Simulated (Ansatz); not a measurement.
Isolated molecules relaxed with PBE0-D4/def2-TZVP in Ansatz; ΔE leaves out vibrations. CCSD(T)/CBS adds triple-zeta CCSD(T) − MP2 to the extrapolated MP2 energy (def2 sets, frozen cores). Functionals use def2-TZVPP. Each species was taken in one conformer, which may not be the lowest.

Consider the redistribution: `O[SiH2][Si](F)(Cl)Cl` + `C[S][AlH][Cl]` → `CS[Si](F)(Cl)Cl` + `O[SiH2][AlH][Cl]`.

`O[SiH2][Si](F)(Cl)Cl`:

Z-matrix (Å, degrees):
```
Si
Si 1 2.336
O 1 1.645 2 106.4
H 1 1.489 2 108.8 3 -121.5
H 1 1.488 2 108.0 3 121.2
Cl 2 2.042 1 108.6 3 -178.3
F 2 1.588 1 112.3 3 63.4
Cl 2 2.036 1 112.4 3 -57.6
H 3 0.958 1 118.9 2 179.6
```

`C[S][AlH][Cl]`:

```xyz
8

C    -1.340    0.333   -0.360
S     0.154   -0.197   -1.262
Al    1.541   -0.387    0.380
Cl    3.497   -0.991   -0.052
H    -1.162    0.417    0.713
H    -1.654    1.303   -0.745
H    -2.129   -0.397   -0.533
H     1.094   -0.082    1.858
```

`CS[Si](F)(Cl)Cl`:

Z-matrix (Å, degrees):
```
C
S 1 1.820
H 1 1.089 2 111.0
H 1 1.089 2 105.9 3 118.4
H 1 1.089 2 110.8 3 -123.3
Si 2 2.088 1 99.3 3 61.9
Cl 6 2.022 2 108.1 1 178.9
F 6 1.585 2 111.7 1 -61.8
Cl 6 2.033 2 112.9 1 56.4
```

`O[SiH2][AlH][Cl]`:

Z-matrix (Å, degrees):
```
Si
Al 1 2.456
O 1 1.655 2 108.3
H 1 1.493 2 111.2 3 121.2
H 1 1.490 2 112.4 3 -119.9
Cl 2 2.117 1 110.3 3 -5.2
H 2 1.581 1 132.9 3 175.2
H 3 0.959 1 116.4 2 9.3
```

```tsv
level	ΔE (kJ/mol)	difference from CCSD(T)/CBS
B2PLYP	48.1	3.1
revPBE	44.6	-0.4
r2SCAN	44.6	-0.4
BHLYP	49.9	4.9
MP2/def2-SVP	47.2	2.2
CCSD/def2-SVP	46.9	1.9
HF/def2-TZVPP	53.5	8.5
MP2/def2-TZVPP	45.1	0.1
HF/CBS(def2)	53.7	8.7
MP2/CBS(def2)	45.0	0.0
CCSD(T)/CBS	45.0	0
```

Largest T1 diagnostic among the species: 0.011.

In def2-TZVPP, CCSD(T) changes the Hartree–Fock value by −8.4 kJ/mol (the triples alone add −1.2 kJ/mol) and MP2 by −8.3 kJ/mol. Leaving LDA and LC-ωPBE aside and taking each functional with its dispersion term where it has one, the values, not all of them listed here, spread over 10.4 kJ/mol, from revPBE-D4 to B2PLYP. LDA lies −4.3 kJ/mol from PBE without D4. The D4 term adds −4.0 kJ/mol with B3LYP and −2.0 kJ/mol with PBE0; it sums over pairs of atoms, weighted by their polarisabilities, and B3LYP, whose exchange is more repulsive, gets the larger term.

B3LYP here is the variant with VWN-RPA as its local correlation; programs differ in this.
